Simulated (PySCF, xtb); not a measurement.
InH2Br, SMILES [Br][InH2].

GFN2-xTB run with xtb 6.7.1 at its own geometry gives an orbital gap of 4.16 eV and a dipole moment of 4.09 D.

Coordinates come from a PBE0-D3(BJ)/def2-TZVP optimisation. The def2 effective core potentials stand for the cores of In; spin–orbit coupling is left out.

### Question
What does PBE0/def2-TZVPD run with PySCF give? (Estimate from the structure and the level; the computed values follow.)

### Answer
gap 5.80 eV (levels -7.85 and -2.05 eV), dipole 2.72 D.
